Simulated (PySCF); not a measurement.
A run for PySCF: R-B3LYP/3-21G on C3H6O2 (SMILES COC(C)=O), a point of a torsion scan.

```python
from pyscf import gto, scf, dft, mp
from pyscf.data.elements import chemcore

mol = gto.M(
    atom='''
    C     0.86001052    1.18085728    1.19005693
    O     0.52071289   -0.09593108    0.68594823
    C    -0.41421647   -0.13145412   -0.32617698
    C    -1.83818308   -0.07354333    0.15567159
    O    -0.08387614   -0.25161575   -1.46679126
    H     0.00202117    1.66696485    1.66709460
    H     1.63756706    1.01049879    1.93181592
    H     1.24828805    1.82459864    0.39484517
    H    -2.51765425   -0.22828584   -0.67664837
    H    -2.03576749    0.89481347    0.61172381
    H    -1.98765216   -0.84003929    0.91315894
    ''',
    basis='3-21g',
    charge=0, spin=0, verbose=3, max_memory=1800)
mf = dft.RKS(mol, xc='b3lyp')
mf.conv_tol = 1e-8
mf.max_cycle = 100
mf.kernel()
if not mf.converged:
    mf = mf.newton().run(mf.mo_coeff, mf.mo_occ)
```

Output:

```
converged SCF energy = -266.884836705446
```

The run converged.

Cost: about 4 core-seconds (a rough figure).
